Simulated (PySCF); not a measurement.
C4H10Si2.
Structure used (GFN2-xTB), in Å, numbered top down from 1:
```
atom  x, y, z in Å
C1    -2.2008    0.5130    0.7071
Si2   -1.8597   -0.2474   -0.9949
C3    -0.3297   -1.3966   -0.8550
C4     0.8120   -0.6856   -0.3398
C5     1.7477   -0.0640    0.1014
Si6    3.1830    0.8662    0.7777
H7    -3.0451    1.1950    0.6737
H8    -2.4232   -0.2487    1.4494
H9    -1.3362    1.0696    1.0583
H10   -1.5859    0.7989   -1.9863
H11   -2.9916   -1.0731   -1.4417
H12   -0.5530   -2.2366   -0.1923
H13   -0.0827   -1.8107   -1.8349
H14    4.4215    0.3410    0.1938
H15    3.0311    2.2857    0.4365
H16    3.2050    0.7022    2.2357
```

Computed with TDDFT PBE0/def2-SVPD, vertical, gas phase, core orbitals frozen in the response in PySCF.

Ground-to-excited transition dipoles (e·a0, same axes as the geometry; the sign carries no meaning), for the states with f of 0.002 or more among the lowest 8:

```
state  E (eV)      μx      μy      μz
   S2   6.117  -0.466  -0.070  -0.051
   S4   6.673   0.119   0.040   0.071
   S5   6.982   0.197   0.039   0.150
   S6   7.139   0.343  -0.149   0.047
   S7   7.386   0.789   0.327   0.328
   S8   7.450  -0.644  -0.090  -0.199
```

**Question.** What oscillator strength does each state have?

**Answer.** f = (2/3) ΔE |μ|² with ΔE in hartree (27.2114 eV).

```
state  |μ|² (au)  |μ| (D)      f
   S2      0.224     1.20  0.034
   S4      0.021     0.37  0.003
   S5      0.063     0.64  0.011
   S6      0.142     0.96  0.025
   S7      0.837     2.32  0.151
   S8      0.463     1.73  0.085
```

**Question.** What angle do the transition dipoles of S2 and S5 make?

**Answer.** |cos θ| = |μa·μb| / (|μa| |μb|) = 0.86, so θ ≈ 31° (taken between 0 and 90°, since the signs are arbitrary).

**Question.** What peak molar absorption coefficient would the strongest computed level give as a lone Gaussian band 0.5 eV wide at half height?

**Answer.** ε(max) = 2.175×10⁸ f / FWHM, with the width in cm⁻¹. S7: 2.175×10⁸ × 0.1514 / 4033 ≈ 8200 L mol⁻¹ cm⁻¹.

One conformer stands for the species.
